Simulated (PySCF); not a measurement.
## TDDFT excited states: C5H7F3Si

C₅H₇F₃Si.
InChI=1S/C5H7F3Si/c1-3-4-9(2)5(6,7)8/h9H,1-2H3/t9-/m0/s1

Method used: TDDFT B3LYP/def2-SVPD, vertical, gas phase, core orbitals frozen in the response in PySCF. Geometry: GFN2-xTB; no solvent, vibrations or thermal averaging. Torsions of this conformer, `[CH3:1][C:2]#[C:3][Si@H:4]([CH3:5])[C:6]([F:7])([F:8])[F:9]`: C3–Si4–C6–F7 -60°.

Task: What does the calculation give for the low-lying excited states?

Result: 

```json
{"state": "S1", "E (eV)": "5.89", "E (hartree)": "0.2164", "f": "0.0009", "main configurations (H = HOMO, L = LUMO)": "H-1→L (75%), H→L+1 (15%)"}
{"state": "S2", "E (eV)": "6.07", "E (hartree)": "0.2232", "f": "0.0038", "main configurations (H = HOMO, L = LUMO)": "H→L (42%), H-1→L+1 (30%), H-1→L (12%)"}
{"state": "S3", "E (eV)": "6.12", "E (hartree)": "0.2248", "f": "0.0033", "main configurations (H = HOMO, L = LUMO)": "H→L+1 (68%), H-1→L+1 (10%), H→L (8%)"}
{"state": "S4", "E (eV)": "7.06", "E (hartree)": "0.2594", "f": "0.025", "main configurations (H = HOMO, L = LUMO)": "H→L+2 (84%)"}
{"state": "S5", "E (eV)": "7.09", "E (hartree)": "0.2604", "f": "0.0042", "main configurations (H = HOMO, L = LUMO)": "H-1→L+2 (91%)"}
{"state": "S6", "E (eV)": "7.44", "E (hartree)": "0.2732", "f": "0.375", "main configurations (H = HOMO, L = LUMO)": "H-1→L+1 (26%), H→L (25%), H→L+3 (20%)"}
{"state": "S7", "E (eV)": "7.70", "E (hartree)": "0.2830", "f": "0.0057", "main configurations (H = HOMO, L = LUMO)": "H-1→L+3 (62%), H→L+3 (15%)"}
{"state": "S8", "E (eV)": "7.81", "E (hartree)": "0.2869", "f": "0.016", "main configurations (H = HOMO, L = LUMO)": "H→L+4 (37%), H→L+3 (24%), H-1→L+4 (19%)"}
```

Triplets (Tamm–Dancoff): T1 4.98 eV, H→L (50%), H-1→L+1 (33%); T2 5.36 eV, H-1→L (39%), H→L+1 (18%), H-1→L+1 (17%); T3 5.38 eV, H-1→L+1 (36%), H→L (20%), H→L+1 (17%).

The lowest singlet lies at 5.89 eV (211 nm, ultraviolet) and is very weak; its leading configuration is HOMO-1→LUMO (75%). The strongest level in the table is S6 at 7.44 eV (167 nm, f = 0.375). Löwdin shares by element: HOMO (one of a set within 0.03 eV) carbon 79% or more, silicon 5% (atoms not listed hold the other 16%); LUMO carbon 48% or more, silicon 22% (atoms not listed hold the other 29%). Of the 8 states listed, 3 reach f = 0.01 and none stays under 0.0005. The oscillator strengths of these states sum to 0.435; summed over the whole spectrum of an exact calculation they would give the number of electrons, 78 (Thomas–Reiche–Kuhn). Orbital energies (eV): HOMO-3 -9.80, HOMO-2 -9.19, HOMO-1 -7.82, HOMO -7.79, LUMO -0.47, LUMO+1 -0.25, LUMO+2 0.22. No computed singlet lies in the visible range (380 to 750 nm); the lowest, at 211 nm, stands 2.63 eV above its violet end (3.26 eV). Singlets were solved by full linear response, triplets in the Tamm–Dancoff approximation.
